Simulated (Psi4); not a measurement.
C2HBr3 (SMILES BrC=C(Br)Br), singlet, at a GFN2-xTB geometry; B3LYP/cc-pVTZ (Psi4).

The Psi4 input:
```
memory 2 GB

molecule mol {
0 1
Br    2.403515    0.425880    0.005882
C     0.959172   -0.764126   -0.093897
C    -0.306077   -0.363077   -0.032571
Br   -0.831010    1.433038    0.160792
Br   -1.719497   -1.614162   -0.139132
H     1.226166   -1.803231   -0.205183
}

set {
  basis cc-pvtz
  reference rks
}

energy('b3lyp')
print_variables()
```

Output, abridged:

```
   => Loading Basis Set <=

    Name: CC-PVTZ
    Role: ORBITAL
    Keyword: BASIS

         ---------------------------------------------------------
                                   SCF
               by Justin Turney, Rob Parrish, Andy Simmonett
                          and Daniel G. A. Smith
                              RKS Reference
         ---------------------------------------------------------

  ==> Geometry <==

    Molecular point group: c1
    Full point group: C1

    Geometry (in Angstrom), charge = 0, multiplicity = 1:

       Center              X                  Y                   Z               Mass
    ------------   -----------------  -----------------  -----------------  -----------------
         BR           2.413170547414     0.410706114624     0.004166079229    78.918337600000
         C            0.968827547414    -0.779299885376    -0.095612920771    12.000000000000
         C           -0.296421452586    -0.378250885376    -0.034286920771    12.000000000000
         BR          -0.821354452586     1.417864114624     0.159076079229    78.918337600000
         BR          -1.709841452586    -1.629335885376    -0.140847920771    78.918337600000
         H            1.235821547414    -1.818404885376    -0.206898920771     1.007825032230

  Running in c1 symmetry.

  Rotational constants: A =      0.05416  B =      0.01998  C =      0.01460 [cm^-1]
  Rotational constants: A =   1623.66854  B =    599.02145  C =    437.58342 [MHz]
  Nuclear repulsion =  867.625131683999598

  Charge       = 0
  Multiplicity = 1
  Electrons    = 118
  Nalpha       = 59
  Nbeta        = 59

  ==> Algorithm <==

  SCF Algorithm Type is DF.
  DIIS enabled.
  MOM disabled.
  Fractional occupation disabled.
  Guess Type is SAD.
  Energy threshold   = 1.00e-06
  Density threshold  = 1.00e-06
  Integral threshold = 1.00e-12

  ==> Primary Basis <==

  Basis Set: CC-PVTZ
    Blend: CC-PVTZ
    Number of shells: 71
    Number of basis functions: 203
    Number of Cartesian functions: 232
    Spherical Harmonics?: true
    Max angular momentum: 3

  ==> DFT Potential <==

   => LibXC <=

    Version 7.1.2
    S. Lehtola, C. Steigemann, M. J. T. Oliveira, and M. A. L. Marques,  SoftwareX 7, 1–5 (2018) (10.1016/j.softx.2017.11.002)

   => Composite Functional: B3LYP <=

    B3LYP Hyb-GGA Exchange-Correlation Functional

    P. J. Stephens, F. J. Devlin, C. F. Chabalowski, and M. J. Frisch,  J. Phys. Chem. 98, 11623 (1994) (10.1021/j100096a001)

    Deriv               =              1
    GGA                 =           TRUE
    Meta                =          FALSE

    Exchange Hybrid     =           TRUE
    MP2 Hybrid          =          FALSE

   => Exchange Functionals <=

    0.0800   Slater exchange
    0.7200         Becke 88

   => Exact (HF) Exchange <=

    0.2000               HF

   => Correlation Functionals <=

    0.1900   Vosko, Wilk & Nusair (VWN5_RPA)
    0.8100   Lee, Yang & Parr

   => LibXC Density Thresholds  <==

    XC_HYB_GGA_XC_B3LYP:  1.00E-15

   => Molecular Quadrature <=

    Radial Scheme          =       TREUTLER
    Pruning Scheme         =           NONE
    Nuclear Scheme         =       TREUTLER

    Blocking Scheme        =         OCTREE
    BS radius alpha        =              1
    Pruning alpha          =              1
    Radial Points          =             75
    Spherical Points       =            302
    Total Points           =         125340
    Total Blocks           =           1014
    Max Points             =            256
    Max Functions          =            203
    Weights Tolerance      =       1.00E-15

   => Loading Basis Set <=

    Name: (CC-PVTZ AUX)
    Role: JKFIT
    Keyword: DF_BASIS_SCF

  ==> Integral Setup <==

  SCF_SUBTYPE=INCORE selected. In-core MEM_DF algorithm will be used.
  Using in-core AOs.

  ==> MemDFJK: Density-Fitted J/K Matrices <==

    J tasked:                   Yes
    K tasked:                   Yes
    wK tasked:                   No
    Algorithm:                 Core
    Schwarz Cutoff:           1E-12
    Mask sparsity (%):       1.1308
    Fitting Condition:        1E-10

   => Auxiliary Basis Set <=

  Basis Set: (CC-PVTZ AUX)
    Blend: CC-PVTZ-JKFIT
    Number of shells: 213
    Number of basis functions: 809
    Number of Cartesian functions: 1034
    Spherical Harmonics?: true
    Max angular momentum: 4

  Minimum eigenvalue in the overlap matrix is 3.6960564570E-04.
  Reciprocal condition number of the overlap matrix is 6.1815713243E-05.
    Using symmetric orthogonalization.

  ==> Pre-Iterations <==

  SCF Guess: Superposition of Atomic Densities via on-the-fly atomic UHF (no occupation information).

   -------------------------
    Irrep   Nso     Nmo
   -------------------------
     A        203     203
   -------------------------
    Total     203     203
   -------------------------

  ==> Iterations <==

                           Total Energy        Delta E     RMS |[F,P]|

   @DF-RKS iter SAD: -7795.19716591719862   -7.79520e+03   0.00000e+00
   @DF-RKS iter   1: -7798.73040124205181   -3.53324e+00   9.76019e-03 ADIIS/DIIS
   @DF-RKS iter   2: -7798.82968517733843   -9.92839e-02   8.22621e-03 ADIIS/DIIS
   @DF-RKS iter   3: -7799.42707643057292   -5.97391e-01   1.72742e-03 ADIIS/DIIS
   @DF-RKS iter   4: -7799.48975171920119   -6.26753e-02   3.65524e-04 ADIIS/DIIS
   @DF-RKS iter   5: -7799.49235760353531   -2.60588e-03   1.07409e-04 ADIIS/DIIS
   @DF-RKS iter   6: -7799.49258184938662   -2.24246e-04   1.79247e-05 DIIS
   @DF-RKS iter   7: -7799.49258713162817   -5.28224e-06   9.16902e-06 DIIS
   @DF-RKS iter   8: -7799.49258855287280   -1.42124e-06   3.63496e-06 DIIS
   @DF-RKS iter   9: -7799.49258880602338   -2.53151e-07   8.65230e-07 DIIS
  Energy and wave function converged.

  ==> Post-Iterations <==

   Electrons on quadrature grid:
      Ntotal   =  117.9999959643 ; deviation = -4.036e-06

    Orbital Energies [Eh]
    ---------------------

    Doubly Occupied:

[...]
    Virtual:

[...]
    Final Occupation by Irrep:
              A
    DOCC [    59 ]
    NA   [    59 ]
    NB   [    59 ]

  @DF-RKS Final Energy: -7799.49258880602338

   => Energetics <=

    Nuclear Repulsion Energy =            867.6251316839995980
    One-Electron Energy =              -12580.3515057993135997
    Two-Electron Energy =                4142.5911527759399178
    DFT Exchange-Correlation Energy =    -229.3573674666484408
    Empirical Dispersion Energy =           0.0000000000000000
    VV10 Nonlocal Energy =                  0.0000000000000000
    Total Energy =                      -7799.4925888060233774

Computation Completed

Properties will be evaluated at   0.000000,   0.000000,   0.000000 [a0]

Properties computed using the SCF density matrix

 Multipole Moments:

 ------------------------------------------------------------------------------------
     Multipole            Electronic (a.u.)      Nuclear  (a.u.)        Total (a.u.)
 ------------------------------------------------------------------------------------

 L = 1.  Multiply by 2.5417464519 to convert [e a0] to [Debye]
 Dipole X            :         -2.0665137            2.1530984            0.0865846
 Dipole Y            :          3.1190467           -3.3835688           -0.2645221
 Dipole Z            :          0.3540447           -0.3826689           -0.0286241
 Magnitude           :                                                    0.2798003

 ------------------------------------------------------------------------------------

  Variable Map:
  ----------------------------------------------------------------------------
[...]
  Array Variable Map:
  ----------------------------------------------------------------------------
[...]
[...]
```
